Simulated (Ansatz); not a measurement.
Two isomers of C2H6ClNSi: A = `N=CC([SiH3])Cl`, B = `C[SiH2]C(=N)Cl`.

Calculated with Ansatz (gas phase, PBE0-D4/def2-TZVP geometries, no zero-point term in ΔE). CBS: MP2 limit from def2 TZ/QZ plus the TZ coupled-cluster correction, frozen cores. Functionals use def2-TZVPP. B3LYP here is the variant with VWN-RPA as its local correlation; programs differ in this. One conformer a species, not always the lowest.

A:

```xyz
11

N    -1.880   -1.131    0.609
C    -0.848   -0.491    0.952
C     0.461   -0.460    0.230
Si    0.596    1.066   -0.899
Cl    1.824   -0.385    1.392
H    -1.711   -1.696   -0.227
H    -0.904    0.145    1.839
H     0.593   -1.370   -0.360
H    -0.469    0.975   -1.931
H     0.404    2.279   -0.070
H     1.934    1.068   -1.535
```

B:

```xyz
11

C     0.3851    1.0586    1.2572
Si    0.5436    0.4940   -0.5060
C    -0.5345   -1.0439   -0.7740
N    -1.2318   -1.5664    0.1208
Cl   -0.4607   -1.6832   -2.4394
H     0.9971    1.9458    1.4353
H     0.7073    0.2702    1.9400
H    -0.6542    1.3001    1.4877
H     1.9314    0.1010   -0.8603
H     0.0718    1.5121   -1.4792
H    -1.7551   -2.3883   -0.1820
```

**Question.** Which is lower in electronic energy at CCSD(T)/CBS, and by how much? (Best estimate.)

**Answer.** Ansatz gave: B, by 71.0 kJ/mol.

**Question.** Give E(B) − E(A) in kJ/mol with B3LYP, BLYP-D4, B3LYP-D4, r2SCAN-D4, PBE0-D4, HF/def2-TZVPP, MP2/def2-TZVPP. (An estimate is asked.)

**Answer.** Ansatz gave: B3LYP -78.4, BLYP-D4 -80.8, B3LYP-D4 -76.8, r2SCAN-D4 -83.9, PBE0-D4 -75.5, HF/def2-TZVPP -63.3, MP2/def2-TZVPP -72.8. None reverses the order clearly.

**Question.** Does the order hold for the free energy at 298.15 K (harmonic terms from PBE0-D4)? (An estimate is asked.)

**Answer.** Ansatz gave: Yes: G(B) − G(A) = -70.8 kJ/mol, for one conformer each. Modes under 60 cm⁻¹, often nearly free rotors, make the harmonic entropy too high.

Largest T1 diagnostic: 0.013.

From PBE to PBE0 (25 % exact exchange), in def2-TZVPP and without D4, E(B) − E(A) moves by +5.5 kJ/mol. Leaving LDA and LC-ωPBE aside and taking each functional with its dispersion term where it has one, the values, not all of them listed here, spread over 13.2 kJ/mol, from r2SCAN-D4 to ωB97X-V. LDA lies +3.2 kJ/mol from PBE without D4.
